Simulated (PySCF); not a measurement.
Si(F)2(I)(OMe) (CH₃F₂IOSi), SMILES CO[Si](F)(F)I. Atoms are numbered in the order given.

```xyz
9

C      2.6557     0.2709    -1.0162
O      1.4891     1.0732    -1.1414
Si    -0.0681     0.6002    -0.9441
F     -0.5706    -0.3274    -2.1756
F     -0.9672     1.9410    -0.9586
I     -0.4150    -0.6290     1.1246
H      3.5361     0.9408    -1.0673
H      2.6781    -0.2695    -0.0443
H      2.7259    -0.4721    -1.8394
```

The structure is a stationary point at PBE-D3(BJ)/def2-SVP. The structure was generated by enumeration, and PubChem lists no compound with its InChIKey, so it may never have been made. The def2 effective core potentials stand for the cores of I; spin–orbit coupling is left out. Other conformers were not sampled.

Method: PySCF 2.14.0 with PBE-D3(BJ)/def2-SVP.

Frequencies are harmonic and unscaled.

Q: Give all harmonic wavenumbers and intensities. (An estimate is asked for; the answer gives what the named calculation found.)

A: 
```
mode  ν (cm⁻¹)  IR (km/mol)  moving atoms (share of kinetic energy)
----  --------  -----------  --------------------------------------
1           52          2.7          C 37 %, H 23 %, F 21 %, O 11 %
2           96          0.1                                  H 96 %
3          116          2.9  C 39 %, H 20 %, F 16 %, O 11 %, I 10 %
4          166          0.4                          F 82 %, Si 8 %
5          204          1.0                   F 63 %, I 17 %, O 8 %
6          242          6.8                  O 50 %, I 19 %, F 15 %
7          290         19.0          F 65 %, Si 14 %, O 10 %, C 9 %
8          339         11.8                 O 39 %, F 31 %, Si 20 %
9          430        136.4                         Si 51 %, F 30 %
10         743        192.2         Si 33 %, O 25 %, F 24 %, C 13 %
11         899        107.8                  Si 44 %, F 40 %, C 8 %
12         955        120.3                         F 50 %, Si 49 %
13        1128        121.4                  H 47 %, C 26 %, O 24 %
14        1136         12.2                          H 74 %, C 19 %
15        1177        184.6                  O 38 %, H 33 %, C 25 %
16        1421          9.4                                  H 97 %
17        1422          6.3                                  H 92 %
18        1427          1.0                                  H 93 %
19        2945         45.7                                  H 97 %
20        3029         20.8                          H 90 %, C 10 %
21        3070         14.5                          H 90 %, C 10 %
```
